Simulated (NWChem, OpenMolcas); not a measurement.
## How basis sets differ on GaCNCl2 (SMILES N#[C][Ga]([Cl])[Cl])

The species is GaCNCl2 (5 atoms), meant as a singlet with charge 0. As SMILES, `N#[C][Ga]([Cl])[Cl]`. Geometry: relaxed at PBE0-D4/def2-TZVP.

Each level gives the HOMO–LUMO gap (eV). The values are calculated.

```tsv
level	kind	program	value (eV)
HF/ANO-R0 (sfX2C)	Hartree–Fock	OpenMolcas	12.62
HF/ANO-S-MB	Hartree–Fock	OpenMolcas	12.69
HF/STO-3G	Hartree–Fock	NWChem	13.10
HF/3-21G	Hartree–Fock	NWChem	13.49
HF/cc-pVDZ	Hartree–Fock	OpenMolcas	13.65
HF/def2-SVP	Hartree–Fock	NWChem	13.67
```

All-electron rows without a relativistic Hamiltonian named are non-relativistic. The values span 12.62 to 13.67 eV. A Hartree–Fock LUMO above zero doesn't converge with the basis: it sinks as sets grow more diffuse. Orbital gaps aren't excitation energies.
